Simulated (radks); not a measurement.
Spherical quantum dot in the effective-mass picture: electrons in a hard-walled sphere of radius 4.13, all in effective atomic units (hartree* = m*/eps^2 hartree, bohr* = eps/m* bohr), one dielectric constant everywhere. Calculated with a radial shooting solver with Libxc functionals: non-relativistic Kohn-Sham, LDA (Slater exchange, Perdew-Wang correlation), spin-polarised, spherical densities. Levels are named by radial order and angular momentum (1s, 1p, 1d, 2s, ...), and open shells are averaged over m. Each electron was tried in the lowest free levels, single moves between levels near the top were tried too, and the lowest total energy was kept; such a search can miss a lower state. At N = 1 the Hartree and exchange-correlation terms need not cancel, so that row can carry a self-interaction error.

\begin{tabular}{lrrrrrrr}
N & open shells & 2S & E (hartree*) & mu = E(N) - E(N-1) (hartree*) & addition energy mu(N+1) - mu(N) (hartree*) & e(HOMO) (hartree*) & rms radius (bohr*) \\ \hline
1 & 1s(up 1, down 0) & 1 & 0.298843 & 0.29884 & 0.3742 & 0.44754 & 2.220 \\
2 & none & 0 & 0.971847 & 0.67300 & 0.5617 & 0.82572 & 2.325 \\
3 & 1p(up 1, down 0) & 1 & 2.20658 & 1.2347 & 0.2995 & 1.3828 & 2.473 \\
4 & 1p(up 2, down 0) & 2 & 3.74082 & 1.5342 & 0.3057 & 1.6866 & 2.556 \\
5 & 1p(up 3, down 0) & 3 & 5.58078 & 1.8400 & 0.3830 & 1.9936 & 2.615 \\
6 & 1p(up 3, down 1) & 2 & 7.80378 & 2.2230 & 0.2933 & 2.3685 & 2.662 \\
7 & 1p(up 3, down 2) & 1 & 10.3201 & 2.5163 & 0.2981 & 2.6649 & 2.700 \\
8 & none & 0 & 13.1344 & 2.8144 & 0.6013 & 2.9641 & 2.732 \\
9 & 1d(up 1, down 0) & 1 & 16.5501 & 3.4157 & 0.2903 & 3.5606 & 2.771 \\
10 & 1d(up 2, down 0) & 2 & 20.2561 & 3.7059 & 0.2914 & 3.8515 & 2.804 \\
11 & 1d(up 3, down 0) & 3 & 24.2534 & 3.9974 & 0.2920 & 4.1433 & 2.832 \\
12 & 1d(up 4, down 0) & 4 & 28.5428 & 4.2894 & 0.2923 & 4.4355 & 2.856 \\
13 & 1d(up 5, down 0) & 5 & 33.1245 & 4.5817 & 0.3664 & 4.7279 & 2.878 \\
14 & 1d(up 5, down 1) & 4 & 38.0726 & 4.9481 & 0.2858 & 5.0907 & 2.898 \\
15 & 1d(up 5, down 2) & 3 & 43.3065 & 5.2338 & 0.2869 & 5.3771 & 2.916 \\
16 & 1d(up 5, down 3) & 2 & 48.8272 & 5.5207 & 0.2876 & 5.6644 & 2.932 \\
17 & 1d(up 5, down 4) & 1 & 54.6355 & 5.8083 & 0.2880 & 5.9523 & 2.947 \\
18 & none & 0 & 60.7318 & 6.0963 & 0.6520 & 6.2404 & 2.961 \\
19 & 1f(up 1, down 0) & 1 & 67.4801 & 6.7483 & 0.2833 & 6.8899 & 2.977 \\
20 & 1f(up 2, down 0) & 2 & 74.5117 & 7.0315 & 0.2835 & 7.1733 & 2.992 \\
21 & 1f(up 3, down 0) & 3 & 81.8267 & 7.3151 & 0.2837 & 7.4569 & 3.006 \\
22 & 1f(up 4, down 0) & 4 & 89.4255 & 7.5988 & 0.2838 & 7.7407 & 3.018 \\
23 & 1f(up 5, down 0) & 5 & 97.3081 & 7.8826 & 0.2838 & 8.0245 & 3.030 \\
24 & 1f(up 6, down 0) & 6 & 105.475 & 8.1664 & 0.2838 & 8.3083 & 3.041 \\
25 & 1f(up 7, down 0) & 7 & 113.925 & 8.4502 & 0.3552 & 8.5921 & 3.052 \\
26 & 1f(up 7, down 1) & 6 & 122.730 & 8.8055 & 0.2802 & 8.9455 & 3.062 \\
27 & 1f(up 7, down 2) & 5 & 131.816 & 9.0857 & 0.2805 & 9.2259 & 3.071 \\
28 & 1f(up 7, down 3) & 4 & 141.182 & 9.3662 & 0.2808 & 9.5066 & 3.080 \\
29 & 1f(up 7, down 4) & 3 & 150.829 & 9.6470 & 0.2809 & 9.7875 & 3.089 \\
30 & 1f(up 7, down 5) & 2 & 160.757 & 9.9279 & 0.2810 & 10.068 & 3.097 \\
31 & 1f(up 7, down 6) & 1 & 170.966 & 10.209 & 0.2811 & 10.349 & 3.105 \\
32 & none & 0 & 181.456 & 10.490 & 0.7091 & 10.631 & 3.112 \\
33 & 1g(up 1, down 0) & 1 & 192.655 & 11.199 & 0.2781 & 11.338 & 3.120 \\
34 & 1g(up 2, down 0) & 2 & 204.132 & 11.477 & 0.2782 & 11.616 & 3.128 \\
35 & 1g(up 3, down 0) & 3 & 215.888 & 11.755 & 0.2783 & 11.895 & 3.136 \\
36 & 1g(up 4, down 0) & 4 & 227.922 & 12.034 & 0.2783 & 12.173 & 3.143 \\
37 & 1g(up 5, down 0) & 5 & 240.234 & 12.312 & 0.2783 & 12.451 & 3.150 \\
38 & 1g(up 6, down 0) & 6 & 252.824 & 12.590 & 0.2783 & 12.729 & 3.156 \\
39 & 1g(up 7, down 0) & 7 & 265.692 & 12.869 & 0.2783 & 13.008 & 3.163 \\
40 & 1g(up 8, down 0) & 8 & 278.839 & 13.147 & 0.2782 & 13.286 & 3.169 \\
41 & 1g(up 9, down 0) & 9 & 292.264 & 13.425 & 0.3475 & 13.564 & 3.175 \\
42 & 1g(up 9, down 1) & 8 & 306.037 & 13.773 & 0.2760 & 13.911 & 3.181 \\
43 & 1g(up 9, down 2) & 7 & 320.085 & 14.049 & - & 14.187 & 3.186 \\
\end{tabular}

All shells are closed at N = 2, 8, 18, 32 (there: 1s2 1p6 1d10 1f14); the second difference of the energy has clear peaks (12 % above both neighbours; the first and last values, which can be the largest, are not judged, and half-filled shells can peak too) at N = 2, 5, 8, 13, 18, 25, 32, 41.
